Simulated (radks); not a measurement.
Results of a calculation; reference values are marked as such.
Excited configurations of I: one electron is placed in a higher orbital outside [Kr] 4d10 5s2 5p4. The ground configuration is [Kr] 4d10 5s2 5p5. Code: a radial shooting solver on a logarithmic mesh with Libxc functionals. Model: scalar-relativistic Kohn-Sham, SCAN, spin-polarised, spherical densities, finite nucleus; open shells are filled with parallel spins first (spin-orbit coupling, left out, can overturn this in heavy ions); meta-GGA in the generalised Kohn-Sham scheme; Fermi nuclear charge, rms radius 4.75 fm. Excitation = E - E(ground); binding = E(ion) - E, where the ion is the core of charge +1; n* = 1/sqrt(2 binding) in atomic units, and the quantum defect is n - n*.

4f: excitation (eV) 9.754; binding (eV) 0.887; n* 3.917; eigenvalue (eV) -0.423; <r> (bohr) 17.87
5d: excitation (eV) 8.614; binding (eV) 2.027; n* 2.591; eigenvalue (eV) -0.641; <r> (bohr) 6.984
5f: excitation (eV) 10.038; binding (eV) 0.603; n* 4.749; eigenvalue (eV) -0.351; <r> (bohr) 30.49
6p: excitation (eV) 8.319; binding (eV) 2.322; n* 2.421; eigenvalue (eV) -1.345; <r> (bohr) 8.251
6d: excitation (eV) 9.435; binding (eV) 1.206; n* 3.358; eigenvalue (eV) -0.637; <r> (bohr) 14.87
6f: excitation (eV) 10.214; binding (eV) 0.427; n* 5.643; eigenvalue (eV) -0.270; <r> (bohr) 45.98
7f: excitation (eV) 10.323; binding (eV) 0.318; n* 6.542; eigenvalue (eV) -0.211; <r> (bohr) 64.35

The Delta-SCF ionisation energy is 10.641 eV (NIST Atomic Spectra Database: 10.451 eV, measured). Self-interaction in the functional shifts the binding energies and quantum defects, so they are the method's values and not measured ones. Open shells are spherical and high-spin; term and fine-structure splittings are not resolved. Spin-orbit splitting is averaged out at the scalar-relativistic level.
